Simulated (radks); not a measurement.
Results of a calculation; reference values are marked as such.
Question: All-electron atom: the mercury ion Hg10+ in [Xe] 4f14 5d2. Code: a radial shooting solver on a logarithmic mesh with Libxc functionals. Model: Dirac Kohn-Sham, PBE, spin-unpolarised, spherical densities, point nucleus; open shells are shared between the two j in proportion to 2j + 1. Some entries of the table are withheld. Estimate them.

orbital  occ.  eigenvalue (hartree)  <r> (bohr)  r(max) (bohr)
1s1/2       2             -3058.460     0.01658        0.01022
2s1/2       2             -546.9532     0.06923        0.05934
2p1/2       2             -524.9386     0.05692        0.04362
2p3/2       4             -453.3460     0.06559        0.05111
3s1/2       2             -134.6669      0.1800         0.1670
3p1/2       2             -124.7773         (1)            (2)
3p3/2       4             -108.9125         (3)            (4)
3d3/2       4             -92.59135      0.1621         0.1330
3d5/2       6             -89.19164      0.1669         0.1371
4s1/2       2             -34.56637      0.3988         0.3760
4p1/2       2             -30.32742      0.4008            (5)
4p3/2       4             -26.49028      0.4348            (6)
4d3/2       4                   (7)      0.4415         0.3973
4d5/2       6                   (8)      0.4525         0.4067
5s1/2       2             -10.43226      0.8723         0.8181
4f5/2       6              -9.94119      0.4735         0.3634
4f7/2       8              -9.78463      0.4798         0.3679
5p1/2       2              -8.96425         (9)         0.8560
5p3/2       4              -8.18846        (10)         0.9246
5d3/2     0.8              -6.00895       1.138          1.038
5d5/2     1.2              -5.89087       1.161          1.060
6s1/2       0              -4.70864       1.707          1.669
6p1/2       0              -4.18018       1.827          1.790
6p3/2       0              -3.94705       1.928          1.901
5f5/2       0              -3.65102       1.554          1.398
5f7/2       0              -3.63349       1.564          1.410

Answer: 
(1) 3p1/2 <r> (bohr): 0.1704
(2) 3p1/2 r(max) (bohr): 0.1558
(3) 3p3/2 <r> (bohr): 0.1863
(4) 3p3/2 r(max) (bohr): 0.1709
(5) 4p1/2 r(max) (bohr): 0.3740
(6) 4p3/2 r(max) (bohr): 0.4050
(7) 4d3/2 eigenvalue (hartree): -19.57320
(8) 4d5/2 eigenvalue (hartree): -18.85644
(9) 5p1/2 <r> (bohr): 0.9221
(10) 5p3/2 <r> (bohr): 0.9932
